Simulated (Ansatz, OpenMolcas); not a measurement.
A ladder of methods for SnTe (SMILES [Sn][Te])

The species is SnTe (2 atoms), meant as a singlet with charge 0. As SMILES, `[Sn][Te]`. Geometry: relaxed at PBE0-D4/def2-TZVP.

| atom | x (Å) | y (Å) | z (Å) |
| --- | --- | --- | --- |
| Sn | 0.0000 | 0.0000 | 0.0094 |
| Te | 0.0000 | 0.0000 | 2.5273 |

Quantity: the electronic atomisation energy, in eV. The values are calculated. Electronic energies at fixed atoms, without zero-point motion or spin-orbit coupling.

| level | kind | program | value (eV) | CPU time (all runs) |
| --- | --- | --- | --- | --- |
| HF/def2-TZVPPD (core potential) | Hartree–Fock | Ansatz | 1.86 | 7.6 s |
| SVWN5/def2-TZVPPD (core potential) | LDA | OpenMolcas | 5.16 | 46 s |
| revPBE/def2-TZVPPD (core potential) | GGA | Ansatz | 4.04 | 19 s |
| TPSS/def2-TZVPPD (core potential) | meta-GGA | OpenMolcas | 4.26 | 68 s |
| BHLYP/def2-TZVPPD (core potential) | global hybrid | Ansatz | 3.66 | 17 s |
| CAM-B3LYP/def2-TZVPPD (core potential) | range-separated hybrid | Ansatz | 3.81 | 20 s |
| MP2/def2-TZVPPD (core potential) | perturbation theory | Ansatz | 4.16 | 9.2 s |
| CCSD/def2-TZVPPD (core potential) | coupled cluster or CI | Ansatz | 3.63 | 22 s |
| FCI/STO-3G | exact in the basis | Ansatz | 5.10 | 2.1 s |

All-electron rows without a relativistic Hamiltonian named are non-relativistic, while core potentials hold scalar relativity, so basis and relativity change together. The values span 1.86 to 5.16 eV. High-level rows in very small sets aren't better than simpler rows in larger ones. In the correlated wave-function rows the outer d shell of Sn, Te is correlated, in sets not made for it. Times are those of the runs behind each value, whatever else they computed, on shared processors of several kinds: orders of magnitude only.
